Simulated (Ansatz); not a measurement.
Isolated molecules relaxed with PBE0-D4/def2-TZVP in Ansatz; ΔE leaves out vibrations. CBS: MP2 limit from def2 TZ/QZ plus the TZ coupled-cluster correction, frozen cores. This one scheme is used for every species. Each species was taken in one conformer, which may not be the lowest.

Consider the cleavage of the B–Si bond: `S[SiH2]BCl` + HCl → `ClBCl` + `[SiH3]S`.

```
     species  CCSD(T)/CBS(def2) energy (Eh)
`S[SiH2]BCl`                    -1173.87376
         HCl                     -460.38127
     `ClBCl`                     -945.02167
   `[SiH3]S`                     -689.27336
```

Question: Work out ΔE.

Answer: ΔE = (-945.02167) + (-689.27336) − (-1173.87376) − (-460.38127) = -0.04000 Eh = -105.0 kJ/mol.

Largest T1 diagnostic among the species: 0.013.

From BLYP to BHLYP (50 % exact exchange), in def2-TZVPP and without D4, ΔE moves by −4.3 kJ/mol. In def2-TZVPP, CCSD(T) changes the Hartree–Fock value by +11.6 kJ/mol (the triples alone add +0.5 kJ/mol) and MP2 by +3.9 kJ/mol. At CCSD(T), def2-SVP lies −16.0 kJ/mol from the extrapolated value and def2-TZVPP −1.9 kJ/mol.
